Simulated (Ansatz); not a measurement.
Mg4O4⁺. Charge 1, multiplicity 2. Geometry PBE-D4/def2-SVP, that of the neutral singlet.

Cartesian coordinates in Å:
```
Mg 0.243 -2.210 0.256
Mg -1.577 0.011 1.588
Mg 1.577 -0.011 -1.588
Mg -0.243 2.210 -0.256
O -1.065 -1.756 1.473
O -1.453 1.773 1.064
O 1.065 1.756 -1.473
O 1.453 -1.773 -1.063
```

The structure comes from a short search, and lower isomers may exist.

Q: Estimate the α-spin orbital energies around the gap (eV) in Ansatz with PBE-D4/def2-TZVP, r2SCAN-D4/def2-TZVP, PBE0-D4/def2-TZVP.

A: 
```
orbital  PBE-D4/def2-TZVP  r2SCAN-D4/def2-TZVP  PBE0-D4/def2-TZVP
 HOMO−5            -10.94               -11.30             -12.82
 HOMO−4            -10.94               -11.30             -12.64
 HOMO−3            -10.82               -11.18             -12.41
 HOMO−2            -10.71               -10.99             -12.18
 HOMO−1            -10.71               -10.99             -12.18
   HOMO            -10.46               -10.74             -12.01
   LUMO             -6.83                -6.42              -6.12
 LUMO+1             -5.48                -4.86              -4.67
 LUMO+2             -5.48                -4.86              -4.67
 LUMO+3             -4.59                -4.06              -3.90
 LUMO+4             -4.57                -4.00              -3.78
 LUMO+5             -4.39                -3.90              -3.62
 β HOMO            -10.29               -10.33             -11.08
 β LUMO            -10.13               -10.16              -9.89
```
